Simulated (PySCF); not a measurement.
PySCF input (CCSD(T)/cc-pVDZ):

```python
from pyscf import gto, scf, mp, cc as ccmod

mol = gto.M(
    atom='''
    F    -0.00000000   -0.00000000   -1.85692335
    S     0.00000000    0.00000000    0.00000000
    F     0.00000000    0.00000000    1.85692335
    ''',
    basis='cc-pvdz',
    charge=-1,
    spin=1,
    symmetry='D2h',
    verbose=4,
)

mf = scf.UHF(mol)
mf.conv_tol = 1e-10
mf.max_cycle = 100
mf.kernel()
mp2 = mp.MP2(mf, frozen=7).run()
cc = ccmod.CCSD(mf, frozen=7)
cc.max_cycle = 100
cc.kernel()
et = cc.ccsd_t()
print(f'E(CCSD(T)) = {cc.e_tot + et:.9f}')
```

Output:

```
PySCF version 2.14.0

[INPUT] verbose = 4
[INPUT] num. atoms = 3
[INPUT] num. electrons = 35
[INPUT] charge = -1
[INPUT] spin (= nelec alpha-beta = 2S) = 1
[INPUT] symmetry D2h subgroup None
[INPUT] Mole.unit = angstrom
[INPUT] Symbol           X                Y                Z      unit          X                Y                Z       unit  Magmom
[INPUT]  1 F      0.000000000000   0.000000000000  -1.856923350000 AA    0.000000000000   0.000000000000  -3.509076565810 Bohr   0.0
[INPUT]  2 S      0.000000000000   0.000000000000   0.000000000000 AA    0.000000000000   0.000000000000   0.000000000000 Bohr   0.0
[INPUT]  3 F      0.000000000000   0.000000000000   1.856923350000 AA    0.000000000000   0.000000000000   3.509076565810 Bohr   0.0

nuclear repulsion = 93.6143722826362
point group symmetry = Dooh, use subgroup D2h
symmetry origin: [0. 0. 0.]
symmetry axis x: [1. 0. 0.]
symmetry axis y: [0. 1. 0.]
symmetry axis z: [0. 0. 1.]
num. orbitals of irrep Ag = 13
num. orbitals of irrep B1g = 2
num. orbitals of irrep B2g = 4
num. orbitals of irrep B3g = 4
num. orbitals of irrep Au = 1
num. orbitals of irrep B1u = 10
num. orbitals of irrep B2u = 6
num. orbitals of irrep B3u = 6
number of shells = 15
number of NR pGTOs = 93
number of NR cGTOs = 46
basis = cc-pvdz
ecp = {}

******** <class 'pyscf.scf.uhf_symm.SymAdaptedUHF'> ********
method = SymAdaptedUHF
initial guess = minao
damping factor = 0
level_shift factor = 0
DIIS = <class 'pyscf.scf.diis.CDIIS'>
diis_start_cycle = 1
diis_space = 8
diis_damp = 0
SCF conv_tol = 1e-10
SCF conv_tol_grad = None
SCF max_cycles = 100
direct_scf = True
direct_scf_tol = 1e-13
number electrons alpha = 18  beta = 17
Freeze 0 electrons in irreps []
    35 free electrons in irreps Ag B1g B2g B3g Au B1u B2u B3u
Set gradient conv threshold to 1e-05
init E= -595.851513372027
alpha HOMO (B2u) = -0.260489507773852  LUMO (B1u) = -0.000296418958344535
beta  HOMO (B2u) = -0.260489507773852  LUMO (B2u) = -0.260489507773852

WARN: HOMO -0.260489507773852 >= LUMO -0.260489507773852

WARN: alpha-B2u HOMO -0.260489507773852 > system LUMO -0.260489507773852

WARN: alpha-B3u HOMO -0.260489507773852 > system LUMO -0.260489507773852

WARN: beta-B2u HOMO -0.260489507773852 > system LUMO -0.260489507773852

WARN: beta-B3u LUMO -0.260489507773852 < system HOMO -0.260489507773852

cycle= 1 E= -596.274905075185  delta_E= -0.423  |g|= 0.507  |ddm|= 1.13
alpha HOMO (B2u) = -0.145046947417356  LUMO (B1u) = 0.427743894996738
beta  HOMO (B2u) = -0.129879626465402  LUMO (B3u) = 0.215292502234541
  HOMO = -0.129879626465  LUMO = 0.215292502235  gap/eV = 9.39261
cycle= 2 E= -596.326375876991  delta_E= -0.0515  |g|= 0.328  |ddm|= 0.434
alpha HOMO (B2u) = -0.153038876755428  LUMO (B1u) = 0.419096192047833
beta  HOMO (B2u) = -0.133613150694714  LUMO (B3u) = 0.2368644290113
  HOMO = -0.133613150695  LUMO = 0.236864429011  gap/eV = 10.08121
cycle= 3 E= -596.361468690256  delta_E= -0.0351  |g|= 0.0274  |ddm|= 0.178
alpha HOMO (B2u) = -0.153897214904387  LUMO (B1u) = 0.424790044811858
beta  HOMO (B2u) = -0.137563958581933  LUMO (B3u) = 0.242587906677724
  HOMO = -0.137563958582  LUMO = 0.242587906678  gap/eV = 10.34446
cycle= 4 E= -596.362172465311  delta_E= -0.000704  |g|= 0.00576  |ddm|= 0.0356
alpha HOMO (B2u) = -0.152960683740714  LUMO (B1u) = 0.425469949778763
beta  HOMO (B2u) = -0.137685184904557  LUMO (B3u) = 0.244375025456272
  HOMO = -0.137685184905  LUMO = 0.244375025456  gap/eV = 10.39639
cycle= 5 E= -596.362230233392  delta_E= -5.78e-05  |g|= 0.00244  |ddm|= 0.00988
alpha HOMO (B2u) = -0.152750422643178  LUMO (B1u) = 0.425421779325949
beta  HOMO (B2u) = -0.137838044309872  LUMO (B3u) = 0.244771095046987
  HOMO = -0.13783804431  LUMO = 0.244771095047  gap/eV = 10.41132
cycle= 6 E= -596.362243342872  delta_E= -1.31e-05  |g|= 0.000981  |ddm|= 0.00523
alpha HOMO (B2u) = -0.152688919373338  LUMO (B1u) = 0.425473879188036
beta  HOMO (B2u) = -0.137768120223981  LUMO (B3u) = 0.244918495266193
  HOMO = -0.137768120224  LUMO = 0.244918495266  gap/eV = 10.41343
cycle= 7 E= -596.362245369746  delta_E= -2.03e-06  |g|= 0.000277  |ddm|= 0.00235
alpha HOMO (B2u) = -0.152715279550119  LUMO (B1u) = 0.425477212400564
beta  HOMO (B2u) = -0.137770657201037  LUMO (B3u) = 0.244898397618894
  HOMO = -0.137770657201  LUMO = 0.244898397619  gap/eV = 10.41296
cycle= 8 E= -596.362245496258  delta_E= -1.27e-07  |g|= 8.54e-05  |ddm|= 0.000583
alpha HOMO (B2u) = -0.152721379783451  LUMO (B1u) = 0.425483998442465
beta  HOMO (B2u) = -0.13777188801668  LUMO (B3u) = 0.24490189808972
  HOMO = -0.137771888017  LUMO = 0.24490189809  gap/eV = 10.41308
cycle= 9 E= -596.362245509432  delta_E= -1.32e-08  |g|= 2.42e-05  |ddm|= 0.000169
alpha HOMO (B2u) = -0.152719153975286  LUMO (B1u) = 0.425482075683932
beta  HOMO (B2u) = -0.137770314943903  LUMO (B3u) = 0.24490207384107
  HOMO = -0.137770314944  LUMO = 0.244902073841  gap/eV = 10.41305
cycle= 10 E= -596.362245510568  delta_E= -1.14e-09  |g|= 6e-06  |ddm|= 5.34e-05
alpha HOMO (B2u) = -0.152719709373756  LUMO (B1u) = 0.425480861247486
beta  HOMO (B2u) = -0.137770387388697  LUMO (B3u) = 0.244901071099766
  HOMO = -0.137770387389  LUMO = 0.2449010711  gap/eV = 10.41302
cycle= 11 E= -596.36224551063  delta_E= -6.21e-11  |g|= 1.59e-06  |ddm|= 1.35e-05
alpha HOMO (B2u) = -0.152719531053643  LUMO (B1u) = 0.425481114747003
beta  HOMO (B2u) = -0.137769925803279  LUMO (B3u) = 0.244901360413027
  HOMO = -0.137769925803  LUMO = 0.244901360413  gap/eV = 10.41302
Extra cycle  E= -596.362245510632  delta_E= -1.59e-12  |g|= 8.3e-07  |ddm|= 1.57e-06
converged SCF energy = -596.362245510632  <S^2> = 0.75902203  2S+1 = 2.0090018

******** <class 'pyscf.mp.ump2.UMP2'> ********
nocc = (np.int64(11), np.int64(10)), nmo = (39, 39)
frozen orbitals 7
E(UMP2) = -596.862257319017  E_corr = -0.500011808385157
E(SCS-UMP2) = -596.845158636882  E_corr = -0.482913126250511
E_corr(same-spin) = -0.135116589013474
E_corr(oppo-spin) = -0.364895219371683

******** <class 'pyscf.cc.uccsd.UCCSD'> ********
CC2 = 0
CCSD nocc = (np.int64(11), np.int64(10)), nmo = (39, 39)
frozen orbitals 7
max_cycle = 100
direct = 0
conv_tol = 1e-07
conv_tol_normt = 1e-06
diis_space = 6
diis_start_cycle = 0
diis_start_energy_diff = 1e+09
Init t2, MP2 energy = -0.500011823083659
Init E_corr(UCCSD) = -0.500011823084112
cycle = 1  E_corr(UCCSD) = -0.499457338473245  dE = 0.000554484611  norm(t1,t2) = 0.110491
cycle = 2  E_corr(UCCSD) = -0.514677357875068  dE = -0.0152200194  norm(t1,t2) = 0.0378361
cycle = 3  E_corr(UCCSD) = -0.514027662887021  dE = 0.000649694988  norm(t1,t2) = 0.0314943
cycle = 4  E_corr(UCCSD) = -0.517036704701307  dE = -0.00300904181  norm(t1,t2) = 0.0149954
cycle = 5  E_corr(UCCSD) = -0.517026947996526  dE = 9.75670478e-06  norm(t1,t2) = 0.00567864
cycle = 6  E_corr(UCCSD) = -0.51671206083311  dE = 0.000314887163  norm(t1,t2) = 0.00246627
cycle = 7  E_corr(UCCSD) = -0.51676902433765  dE = -5.69635045e-05  norm(t1,t2) = 0.000860731
cycle = 8  E_corr(UCCSD) = -0.516786513968581  dE = -1.74896309e-05  norm(t1,t2) = 0.000212949
cycle = 9  E_corr(UCCSD) = -0.5167903916699  dE = -3.87770132e-06  norm(t1,t2) = 9.2834e-05
cycle = 10  E_corr(UCCSD) = -0.516787981982097  dE = 2.4096878e-06  norm(t1,t2) = 1.95625e-05
cycle = 11  E_corr(UCCSD) = -0.516788368427876  dE = -3.86445778e-07  norm(t1,t2) = 5.79056e-06
cycle = 12  E_corr(UCCSD) = -0.516788079207368  dE = 2.89220508e-07  norm(t1,t2) = 2.22375e-06
cycle = 13  E_corr(UCCSD) = -0.516788067922786  dE = 1.12845816e-08  norm(t1,t2) = 8.8467e-07
UCCSD converged
E(UCCSD) = -596.8790335785543  E_corr = -0.516788067922786
UCCSD(T) correction = -0.0106602072111524
E(CCSD(T)) = -596.889693786
```
